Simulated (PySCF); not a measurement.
C2H10O2Si2, SMILES CC([SiH2]O)[SiH2]O. Atoms are numbered in the order given.

```xyz
16

C     -0.1956     0.1894     1.9592
C      0.0309    -0.5165     0.6041
Si     1.2597     0.4440    -0.4622
O      2.7430     0.5990     0.3040
Si    -1.5633    -0.8489    -0.3497
O     -1.9627     0.4566    -1.3240
H      0.7569     0.3808     2.4792
H     -0.8346    -0.4045     2.6326
H     -0.6864     1.1686     1.8243
H      0.4849    -1.5129     0.7772
H      0.7914     1.8420    -0.6437
H      1.4069    -0.2415    -1.7815
H      3.2620    -0.2056     0.4164
H     -1.3887    -1.9864    -1.2894
H     -2.6614    -1.1537     0.6215
H     -2.1359     1.3002    -0.8907
```

Geometry: B3LYP-D3(BJ)/def2-SVP. This is a generated structure with no PubChem entry under its InChIKey; it may be hypothetical. Other conformers were not sampled.

Two levels are set side by side: PBE/pcSseg-1 (PySCF) and HF/pcSseg-1 (PySCF). GIAO shifts against H2O (¹⁷O), TMS (²⁹Si), TMS (¹H), TMS (¹³C) at the same level; non-relativistic, no solvent, atoms listed together averaged. Differences are taken from unrounded values.

```csv
quantity,HF
δ(¹³C) of C1 (ppm),12.4
δ(¹³C) of C2 (ppm),8.0
"δ(¹⁷O) of O4, O6 (ppm)",7.5
δ(¹H) of H10 (ppm),-0.39
```

Question: What does PBE give, and how far is it from HF? (The exact figures need the calculation; the answer reports its results.)

Answer: 
```
quantity                 PBE  PBE minus HF
----------------------  ----  ------------
δ(¹³C) of C1 (ppm)      14.8           2.3
δ(¹³C) of C2 (ppm)      20.1          12.2
δ(¹⁷O) of O4, O6 (ppm)  27.3          19.8
δ(¹H) of H10 (ppm)      0.30          0.69
```

Rough cost on one machine, each run with all the roots and properties that it gave: HF against PBE within a factor of 2.
